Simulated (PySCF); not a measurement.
BrZn (SMILES [Zn+][Br]), charge +1, singlet, at a GFN2-xTB geometry (such geometries of metal compounds can be far from the true shape).

The PySCF input:
```python
from pyscf import gto, scf, dft

mol = gto.Mole()
mol.atom = '''
    Zn   -0.00000000   -0.00000000   -1.16683428
    Br    0.00000000    0.00000000    1.00014367
'''
mol.basis = '6-31g*'
mol.charge = 1
mol.verbose = 4
mol.build()

mf = dft.RKS(mol)
mf.xc = 'b3lyp'
mf.kernel()
```

Q: What does this run give for the number of basis functions, total energy, HOMO energy, Mulliken (on the basis functions themselves) charges in atom order, HOMO-LUMO gap?

A: 
```
Quantity                                                                         Value
------------------------------------------------------------------  ------------------
number of basis functions                                                           66
total energy                                                             -4352.6846 Eh
HOMO energy                                                                  -13.95 eV
Mulliken (on the basis functions themselves) charges in atom order  Zn1 0.95, Br2 0.05
HOMO-LUMO gap                                                                  3.02 eV
```
